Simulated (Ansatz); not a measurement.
Energy difference R1 → P1 + P2, each structure at its B3LYP-D3(BJ)/def2-TZVP stationary point, reached from a drawn start (curvature not checked).
R1: CH4 (SMILES C), charge 0, multiplicity 1.
P1, CH3 (SMILES [CH3]) (charge 0, multiplicity 2):
```json
[
 {"atom": "C", "x (Å)": "0.0000", "y (Å)": "0.0000", "z (Å)": "0.0000"},
 {"atom": "H", "x (Å)": "1.0685", "y (Å)": "-0.1474", "z (Å)": "0.0293"},
 {"atom": "H", "x (Å)": "-0.6611", "y (Å)": "-0.8516", "z (Å)": "-0.0426"},
 {"atom": "H", "x (Å)": "-0.4073", "y (Å)": "0.9991", "z (Å)": "0.0133"}
]
```
P2: H atom, charge 0, multiplicity 2.

P less R. No zero-point or thermal terms; singlets are restricted closed shells; open shells are unrestricted.

Cores are frozen in the correlated methods.

Programs: Ansatz (a quantum-chemistry and plane-wave program) with Gaussian orbitals. All values are computed, each at the level named.

Task: Give the reaction energy at the level CCSD(T)/cc-pVQZ.

Result: 112.0 kcal/mol

Task: Estimate the reaction energy that r2SCAN/def2-TZVPP returns for this input.

Result: 107.9 kcal/mol

Task: What reaction energy does PBE/def2-TZVPP give?

Result: 110.3 kcal/mol
